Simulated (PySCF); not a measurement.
In(Br)(Me)2, C2H6BrIn, SMILES [CH3][In]([CH3])[Br] at its PBE0/def2-SVP optimised geometry (Å):

```
10

In    -0.3239    -0.0811     0.0000
Br     2.2051    -0.0811     0.0000
C     -1.1275     1.9143     0.0000
H     -1.7779     2.0583     0.8755
H     -1.7263     2.0772    -0.9085
H     -0.3038     2.6395     0.0307
C     -1.1094    -2.0833     0.0044
H     -2.2051    -2.0907    -0.0760
H     -0.8079    -2.5797     0.9386
H     -0.6729    -2.6395    -0.8376
```

Computed with PBE0/def2-TZVP, def2 effective core potentials past Kr (PySCF). The core electrons that the potentials of In replace are not part of the density.

Map of the deformation density (molecule minus spherical neutral atoms) (e/bohr³) on the plane z = 0.6 Å:

```
|000000000000000000000000000|
|000000000000000000000000000|
|000000000000000000000000000|
|000000000000000000000000000|
|000000000000000000000000000|
|000000000000000000000000000|
|000000000001000000000000000|
|000000003621100000000000000|
|000000005930000000000000000|
|000000001321000000000000000|
|000000000112100000000000000|
|000000000011000001110000000|
|000000000000000011111000000|
|000000000000000111111000000|
|000000000000000011111000000|
|000000000010000011111000000|
|000000000011100000010000000|
|000000000012100000000000000|
|000000000013100000000000000|
|000000000168200000000000000|
|000000000046100000000000000|
|000000000000000000000000000|
|000000000000000000000000000|
|000000000000000000000000000|
|000000000000000000000000000|
|000000000000000000000000000|
|000000000000000000000000000|
```
Scale: ten equal steps from -0.007 (start of '0') to 0.091 (end of '9'), in the order '0123456789'; x runs from -5.00 to 5.00, y from -5.00 (bottom) to 5.00 (top).
